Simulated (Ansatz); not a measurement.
HBr, quintet, at a GFN2-xTB geometry of the parent state (a higher spin typed on purpose: for a closed-shell molecule this is an excited state); B3LYP/def2-TZVP in Ansatz (a quantum-chemistry and plane-wave program).

Here is a job for Ansatz.
Ansatz 0.2 input:
```yaml
crystal:
  periodic: [false, false, false]
  atoms:
    - {symbol: Br, position_ang: [-0.00000000, -0.00000000, -0.03893503]}
    - {symbol: H, position_ang: [0.00000000, 0.00000000, 1.36272591]}
basis:
  gaussian:
    orbitals: def2-TZVP
hamiltonian:
  xc: b3lyp
magnetization: {spin_polarized: false, initial_magnetization: 4}
```

Problem. What does Ansatz print? Leave out banner, timings and long lists.

Solution. 
```
Functional definition: B3LYP
374 factors; integrals over basis functions are off by at most 1.3e-3 eV
mean field evaluation 1: about -70043.0437 eV, gradient 2.3e1 eV
mean field evaluation 2: about -70043.1719 eV, gradient 2.3e1 eV
mean field evaluation 4: about -70045.1477 eV, gradient 2.5e0 eV
mean field evaluation 8: about -70045.1727 eV, gradient 3.0e-1 eV
mean field evaluation 16: about -70045.1733 eV, gradient 1.7e-5 eV
mean field evaluation 32: about -70042.6996 eV, gradient 1.8e1 eV
a density is far from that of the atoms, so the factors are made again for it
387 factors; integrals over basis functions are off by at most 1.3e-3 eV
mean field -70045.17324073 eV, -2574.1126382732 hartree, gradient 2.0e-5 eV, S^2 6.000000; 0 other end points of the search recorded, 0 dependent functions left out
reference -70045.17340592 eV, -2574.1126443438 hartree; 20, 16 occupied and 34, 38 virtual orbitals, 387 factors
Total energy: -70045.17340592 eV, -2574.1126443438 hartree
```
